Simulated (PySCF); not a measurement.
CHCl2, charge -1, singlet, geometry from GFN2-xTB (in this run its highest filled SCF level lies above zero, so its values depend strongly on the basis, on diffuse functions most of all), with bond 4-1 at 1.8 times its length; B3LYP/3-21G (PySCF).

PySCF was given this input:
```python
from pyscf import gto, scf, dft

mol = gto.M(
    atom='''
C    -0.123141   -0.010951    0.905066
Cl   -0.001352    1.466673   -0.181817
Cl   -0.007831   -1.461693   -0.218129
H     1.709434   -0.025353    1.739567
''',
    basis='3-21g',
    charge=-1,
    spin=0,
    verbose=3,
)

mf = dft.RKS(mol)
mf.xc = 'b3lyp'
mf.kernel()
mo_i, mo_e, stable_i, stable_e = mf.stability(internal=True, external=True, return_status=True, nroots=6, tol=1e-6)
print('internally stable:', stable_i, ' externally stable:', stable_e)
if not stable_e:
    umf = mf.to_uhf() if not hasattr(mf, 'xc') else mf.to_uks()
    umf.scf_summary = {}
    umf.kernel(umf.make_rdm1(mo_e, umf.mo_occ))
mf.analyze()
```

It wrote (shortened):

```
converged SCF energy = -954.350997088808
<class 'pyscf.dft.rks.RKS'> wavefunction is stable in the internal stability analysis
<class 'pyscf.dft.rks.RKS'> wavefunction is stable in the real -> complex stability analysis
<class 'pyscf.dft.rks.RKS'> wavefunction has an RHF/RKS -> UHF/UKS instability
internally stable: True  externally stable: False
converged SCF energy = -954.350997088693  <S^2> = 9.7323898e-08  2S+1 = 1.0000002
**** MO energy ****
MO #1   energy= -100.605577058008  occ= 2
MO #2   energy= -100.605278627311  occ= 2
MO #3   energy= -10.0212123239404  occ= 2
MO #4   energy= -9.1782240804323   occ= 2
MO #5   energy= -9.17707835056026  occ= 2
MO #6   energy= -6.94969185936346  occ= 2
MO #7   energy= -6.94965302819754  occ= 2
MO #8   energy= -6.9405804003371   occ= 2
MO #9   energy= -6.94044625918574  occ= 2
MO #10  energy= -6.94040778227039  occ= 2
MO #11  energy= -6.94022844452901  occ= 2
MO #12  energy= -0.673385732640294 occ= 2
MO #13  energy= -0.608795246083327 occ= 2
MO #14  energy= -0.366932807981687 occ= 2
MO #15  energy= -0.21155082410828  occ= 2
MO #16  energy= -0.17346291136777  occ= 2
MO #17  energy= -0.166289251410654 occ= 2
MO #18  energy= -0.119675433673966 occ= 2
MO #19  energy= -0.102499531900217 occ= 2
MO #20  energy= -0.0586555281667887 occ= 2
MO #21  energy= 0.0111119538296027 occ= 2
MO #22  energy= 0.155353746889948  occ= 0
MO #23  energy= 0.214455796138376  occ= 0
MO #24  energy= 0.264114698560333  occ= 0
MO #25  energy= 0.645950085379379  occ= 0
MO #26  energy= 0.708309197405157  occ= 0
MO #27  energy= 0.742959582131871  occ= 0
MO #28  energy= 0.760050383586286  occ= 0
MO #29  energy= 0.777008415487613  occ= 0
 ** Mulliken atomic charges  **
charge of    0C =     -0.30199
charge of    1Cl =     -0.21772
charge of    2Cl =     -0.21771
charge of    3H =     -0.26258

WARN: System has nonzero charge -1; the dipole moment is origin-dependent.
Location of origin: [0. 0. 0.]

Dipole moment(X, Y, Z, Debye): -1.27690,  0.03724, -2.77573
```
